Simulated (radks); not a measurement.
Task: The barium ion Ba12+ is in [Kr] 4d8. Calculated with a radial shooting solver on a logarithmic mesh with Libxc functionals: scalar-relativistic Kohn-Sham, BLYP, spin-polarised, spherical densities, finite nucleus; Fermi nuclear charge, rms radius of each element as measured or else 0.836 A^(1/3) + 0.57 fm. Open shells are filled with parallel spins first. One electron is removed from 4d, 3d, 4p, 4s in turn, with full relaxation. Which removal costs least, and what does each cost?

Result: 4d 297.68 eV; 4p 392.68 eV; 4s 457.64 eV; 3d 1008.5 eV. The 4d electron leaves first.
